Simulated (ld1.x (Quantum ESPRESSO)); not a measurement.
cobalt (Co): RRKJ pseudisation with PBEsol, scalar-relativistic reference atom.

Input for ld1.x (Quantum ESPRESSO) 7.5:

```
&input
   title='Co', zed=27., rel=1, dft='PBESOL', iswitch=3,
   config='[Ar] 3d7 4s2 4p0',
   nld=3, rlderiv=1.40, eminld=-10.0, emaxld=5.0, deld=0.04
 /
 &inputp
   pseudotype=2, tm=.false., lloc=1,
   nlcc=.true., new_core_ps=.true., rcore=0.30,
   file_pseudopw='Co.UPF', file_wfcaegen='ae.wfc', file_wfcncgen='nc.wfc', file_beta='beta', file_chi='chi'
 /
3
3S  1  0   2.00   0.00  0.30  0.30  0.0
3D  3  2   7.00   0.00  1.30  1.30  0.0
3P  2  1   6.00   0.00  1.10  1.10  0.0
 &test
   configts(1)='3s2 3p6 3d7 4s2 4p0'
 /
```

Command:

```bash
ld1.x < Co.in > Co.out
```

The program printed (shortened: banner, matrices, multipoles, cross overlaps and the repeated all-electron block are left out):

```
[... start of the log left out ...]
       (This warning will only be printed once per wavefunction)

     Computing logarithmic derivative in   1.39855
     Computing the partial wave expansion
     R is outside the sphere for l=    0 j= 0.00
       no projector for channel:   1
     R is outside the sphere for l=    2 j= 0.00

     ---------------------- Testing the pseudopotential ----------------------

     Co
     scalar relativistic calculation

     atomic number is 27.00   valence charge is 17.00
     dft =PBESOL   lsd =0 sic =0 latt =0  beta=0.20 tr2=1.0E-14
     mesh =1193 r(mesh) =  99.89935 xmin = -7.00 dx = 0.01250

     n l     nl             e AE (Ry)        e PS (Ry)    De AE-PS (Ry)
     1 0     3S   1( 2.00)       -7.50696       -2.56797       -4.93899  !
     2 1     3P   1( 6.00)       -4.81492       -0.09200       -4.72291  !
     3 2     3D   1( 7.00)       -0.60486       -0.00001       -0.60485  !
     2 0     4S   1( 2.00)       -0.40343       -0.01416       -0.38927  !
     3 1     4P   1( 0.00)       -0.09167       -0.09167        0.00000

     eps = 2.8E-01  iter =201

     Etot =   -2783.805460 Ry,   -1391.902730 Ha,  -37875.602796 eV
     Etotps =   -75.185571 Ry,     -37.592786 Ha,   -1022.951807 eV

     Ekin =      95.946111 Ry,      47.973055 Ha,    1305.413339 eV
     Encl =    -134.690346 Ry,     -67.345173 Ha,   -1832.555509 eV
     Ehrt =      20.999595 Ry,      10.499798 Ha,     285.714051 eV
     Ecxc =     -57.440932 Ry,     -28.720466 Ha,    -781.523687 eV
     (Ecc =     -49.731527 Ry,     -24.865764 Ha,    -676.631900 eV)

     ---------------------- End of pseudopotential test ----------------------
```

The run took about 1.9 s on one core of a shared server CPU.
